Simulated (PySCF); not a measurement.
# Structure from NMR data

An unknown has the formula C$_{7}$H$_{4}$ClFO. Its calculated NMR data are:

1H NMR (400 MHz, computed): δ 8.65 (m, 2H), 7.34 (m, 2H).

13C{1H} NMR (computed): δ 178.5 (C), 178.1 (C), 143.1 (CH), 134.7 (C), 121.6 (CH).

Theoretical values (PySCF 2.14.0 with density-fitted response routines): shieldings: GIAO B97-2/pcSseg-2, coordinates at the PBE0-D3(BJ)/def2-TZVP level. One conformer, averaged over atoms made equivalent by symmetry, fast rotation or ring inversion, gas phase, non-relativistic Hamiltonian.

Chemical shifts δ = σref − σ; 1H (σ = 31.64 ppm) and 13C (σ = 185.38 ppm) against TMS, all at this level.

Q: Propose a structure and justify it.

A: 
1. Rings plus π bonds: 5 (1 ring in the answer).
2. 5 carbon signals for 7 carbons: some carbons are equivalent by symmetry or fast rotation.
3. Carbon types of the structure: 3 × C, 4 × CH, which accounts for all hydrogens.
4. δC 178.5: carbonyl carbon.
5. δC 178.1: aromatic carbon bearing fluorine; an ipso carbon deshielded by its heteroatom.
6. δC 143.1, 121.6: aromatic CH.
7. δC 134.7: substituted aromatic carbon.
8. δH 8.65, 7.34: hydrogen on an aromatic CH.

Structure: SMILES O=C(Cl)c1ccc(F)cc1.

The data come from this structure; uniqueness wasn't tested.

Carbons that carry Cl, above all several Cl atoms, come out too deshielded, partly because spin–orbit coupling is missing. Splittings by 19F in the carbon and heteronuclear signals aren't shown, as no couplings were computed. Shifts are as computed. Against solution values, carbons near 30 ppm lie about +3 ppm off and those near 130 ppm about +7 ppm; carbons on Cl a further +5 ppm. Of 1211 compounds with measured shifts, 218 miss one by over three times the rms of a fit or turn the order of signals round; such compounds aren't used in these exercises. No couplings were computed; multiplicities are counted from neighbouring protons, with m where these are inequivalent, close in shift, in a saturated or five-membered ring or joined by F or P, and br s for small geminal =CH2 splittings.
